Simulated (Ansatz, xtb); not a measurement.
Two isomers of C4H6N2SSi

We compare a, `[SiH3]Sc1ccnnc1`, a singlet, with b, `C=Nc1ncsc1[SiH3]`, a singlet. Both are isolated molecules in the gas phase, relaxed with PBE-D3(BJ)/def2-SVP; the shapes shown needn't be the lowest conformers.

a (Å):

```yaml
atoms:
  - { symbol: C, position_ang: [0.1293, 0.7587, 1.9553] }
  - { symbol: C, position_ang: [0.8982, 1.2770, 3.0096] }
  - { symbol: C, position_ang: [2.2076, 1.6797, 2.7124] }
  - { symbol: C, position_ang: [0.7769, 0.7034, 0.6983] }
  - { symbol: N, position_ang: [2.7641, 1.5996, 1.4912] }
  - { symbol: N, position_ang: [2.0363, 1.1082, 0.4894] }
  - { symbol: S, position_ang: [-1.5330, 0.2391, 2.2927] }
  - { symbol: Si, position_ang: [-2.2779, -0.4852, 0.3817] }
  - { symbol: H, position_ang: [-3.6710, -0.9088, 0.7368] }
  - { symbol: H, position_ang: [-1.4776, -1.6520, -0.1227] }
  - { symbol: H, position_ang: [-2.2998, 0.6022, -0.6544] }
  - { symbol: H, position_ang: [0.4934, 1.3651, 4.0292] }
  - { symbol: H, position_ang: [2.8590, 2.0944, 3.5003] }
  - { symbol: H, position_ang: [0.2657, 0.3142, -0.1995] }
```

b (Å):

```yaml
atoms:
  - { symbol: C, position_ang: [2.9637, 2.6988, 2.6643] }
  - { symbol: C, position_ang: [1.3740, 1.1075, 2.1010] }
  - { symbol: C, position_ang: [1.6605, -0.9170, 1.2711] }
  - { symbol: C, position_ang: [0.0224, 0.7528, 2.0232] }
  - { symbol: N, position_ang: [1.7261, 2.3634, 2.5902] }
  - { symbol: N, position_ang: [2.2807, 0.1571, 1.6742] }
  - { symbol: S, position_ang: [-0.0923, -0.8503, 1.3823] }
  - { symbol: Si, position_ang: [-1.4066, 1.8604, 2.5382] }
  - { symbol: H, position_ang: [3.7916, 2.0247, 2.3513] }
  - { symbol: H, position_ang: [3.2171, 3.7015, 3.0563] }
  - { symbol: H, position_ang: [2.1592, -1.8186, 0.8836] }
  - { symbol: H, position_ang: [-2.6861, 1.1066, 2.2966] }
  - { symbol: H, position_ang: [-1.4191, 3.1173, 1.7184] }
  - { symbol: H, position_ang: [-1.3088, 2.2003, 3.9966] }
```

Task: Estimate which is lower in electronic energy at CCSD(T)/def2-SVP + ΔMP2/def2-TZVPP, and by roughly how much.

Result: The CCSD(T)/def2-SVP + ΔMP2/def2-TZVPP calculation puts structure b lower, by 3.2 kcal/mol.

Level by level:

| level | geometry | E(b) − E(a) (kcal/mol) | departure from the last row (kcal/mol) | job, with rough time for the two |
| --- | --- | --- | --- | --- |
| GFN2-xTB | GFN2-xTB | +12.8 | +16.0 | optimisation, 0.43 s |
| HF/STO-3G | GFN2-xTB | +5.0 | +8.2 | single point, 0.52 s |
| r2SCAN-D4/def2-SVP | GFN2-xTB | −2.7 | +0.5 | single point, 5.2 s |
| PBE-D3(BJ)/def2-SVP | PBE-D3(BJ)/def2-SVP | −1.2 | +2.0 | optimisation, 37 s |
| HF/def2-SVP | PBE-D3(BJ)/def2-SVP | −0.5 | +2.7 | part of the CCSD(T) run |
| MP2/def2-SVP | PBE-D3(BJ)/def2-SVP | −3.7 | −0.5 | part of the CCSD(T) run |
| CCSD(T)/def2-SVP | PBE-D3(BJ)/def2-SVP | −4.3 | −1.1 | single point |
| CCSD(T)/def2-SVP + ΔMP2/def2-TZVPP | PBE-D3(BJ)/def2-SVP | −3.2 |  | single point, 1.7 min |

As drawn, b has 1 C=N, 1 C–N, 2 C∷S, 1 C–Si in place of 1 S–Si, 1 C–S, 2 C∷C, 1 N∷N (∷ is an aromatic bond). Structure a has a 6-membered ring (with an aromatic ring), b a 5-membered ring (with an aromatic ring).

GFN2-xTB, HF/STO-3G put the two in the other order. The largest departure from CCSD(T)/def2-SVP + ΔMP2/def2-TZVPP is that of GFN2-xTB, 16.0 kcal/mol. The last row adds to CCSD(T) the change of the MP2 difference between the two basis sets, here +1.1 kcal/mol.

With thermal terms from frequencies at re-optimised GFN2-xTB minima (ideal gas, soft modes damped towards free rotors, one conformer each, 298.15 K, 1 atm): on the last row, ΔE + ΔZPE = −4.5, ΔH = −4.1, ΔG = −5.3 kcal/mol.

The correlated steps freeze 16 core orbitals. Codes used: Ansatz 0.2.0, xtb 6.7.1; the last row on 4 threads of Arm Neoverse V1 on a shared host.
